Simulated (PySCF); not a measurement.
Atomic charges by several schemes

Compound: C₅H₁₃FOSi₂.
Geometry (GFN2-xTB, Å), atoms numbered from 1 in this order:
```
atom  x, y, z in Å
C1     3.414    0.473    0.914
O2     2.431   -0.006    0.037
C3     1.218   -0.336    0.690
Si4    0.049   -0.983   -0.670
C5    -0.331    0.408   -1.926
Si6   -2.064    1.080   -1.508
C7    -2.430    0.068    0.091
F8    -1.909    0.796    1.168
C9    -1.711   -1.274    0.026
H10    3.676   -0.282    1.666
H11    3.075    1.379    1.434
H12    4.292    0.706    0.313
H13    1.405   -1.091    1.466
H14    0.809    0.548    1.198
H15    0.600   -2.206   -1.268
H16   -0.299    0.031   -2.946
H17    0.424    1.189   -1.871
H18   -2.106    2.505   -1.186
H19   -3.068    0.735   -2.523
H20   -3.491   -0.057    0.335
H21   -2.271   -1.918   -0.651
H22   -1.723   -1.748    1.007
```

Density: PBE0/pcSseg-1 (PySCF); schemes: Mulliken, IAO, Hirshfeld and ESP-fitted. The structure is a single GFN2-xTB conformer in the gas phase; no vibrational or solvent corrections.

At which atom do the 4 schemes differ most?

At C5: from -0.885 (Mulliken) to -0.251 e (Hirshfeld), 0.634 e apart.

Do the Mulliken, IAO, Hirshfeld and ESP-fitted schemes agree on where the charge is highest?

The schemes don't all agree: Mulliken Si4 (+0.917); IAO Si4 (+0.921); Hirshfeld Si4 (+0.368); ESP-fitted Si6 (+0.387).

Do the Mulliken, IAO, Hirshfeld and ESP-fitted schemes agree on where the charge is lowest?

All schemes include C5: Mulliken C5 (-0.885); IAO C5 (-0.833); Hirshfeld C5 (-0.251); ESP-fitted O2 and C5 (-0.343).

Give the atomic charges in each scheme.

In e:

```csv
atom,environment,Mulliken,IAO,Hirshfeld,ESP-fitted
C1,methoxy carbon,-0.019,-0.197,-0.041,-0.136
O2,ether oxygen,-0.528,-0.393,-0.147,-0.343
C3,sp3 carbon bound to oxygen,-0.256,-0.331,-0.091,+0.098
Si4,SiH silicon,+0.917,+0.921,+0.368,+0.350
C5,sp3 carbon bound to silicon,-0.885,-0.833,-0.251,-0.343
Si6,SiH2 silicon,+0.670,+0.740,+0.333,+0.387
C7,sp3 C–F carbon,-0.099,-0.081,-0.026,+0.163
F8,alkyl fluorine,-0.346,-0.342,-0.119,-0.282
C9,sp3 carbon bound to silicon,-0.551,-0.563,-0.175,-0.330
H10,methyl hydrogen,+0.085,+0.119,+0.035,+0.077
H11,methyl hydrogen,+0.086,+0.120,+0.036,+0.079
H12,methyl hydrogen,+0.118,+0.155,+0.049,+0.115
H13,methylene hydrogen,+0.117,+0.123,+0.031,+0.025
H14,methylene hydrogen,+0.134,+0.133,+0.029,+0.053
H15,Si–H hydrogen,-0.065,-0.123,-0.079,-0.104
H16,methylene hydrogen,+0.172,+0.168,+0.040,+0.093
H17,methylene hydrogen,+0.181,+0.174,+0.041,+0.090
H18,Si–H hydrogen,-0.068,-0.110,-0.073,-0.098
H19,Si–H hydrogen,-0.082,-0.127,-0.080,-0.123
H20,methine hydrogen,+0.127,+0.140,+0.035,+0.038
H21,methylene hydrogen,+0.146,+0.154,+0.045,+0.096
H22,methylene hydrogen,+0.148,+0.154,+0.038,+0.095
```

Mean size of the charges over all atoms: IAO 0.282 e, Mulliken 0.264 e, ESP-fitted 0.160 e, Hirshfeld 0.098 e. Each set sums to the total charge, 0, to within 0.001 e. The ESP scheme fits charges at the nuclei, held to the total charge, to the electrostatic potential on points at 1.4 to 2.0 times the van der Waals radii. The Mulliken scheme gives each basis function's population to the atom it is centred on and halves the overlap population of two atoms between them.

Sum the charges by element, for elements with more than one atom.

```json
{"element": "C", "atoms": "5", "Mulliken": "-1.810", "IAO": "-2.005", "Hirshfeld": "-0.585", "ESP-fitted": "-0.548"}
{"element": "Si", "atoms": "2", "Mulliken": "+1.587", "IAO": "+1.660", "Hirshfeld": "+0.701", "ESP-fitted": "+0.737"}
{"element": "H", "atoms": "13", "Mulliken": "+1.098", "IAO": "+1.080", "Hirshfeld": "+0.149", "ESP-fitted": "+0.436"}
```

How many electrons does the ESP-fitted scheme count on F8?

Z − q = 9 − (-0.282) = 9.282.
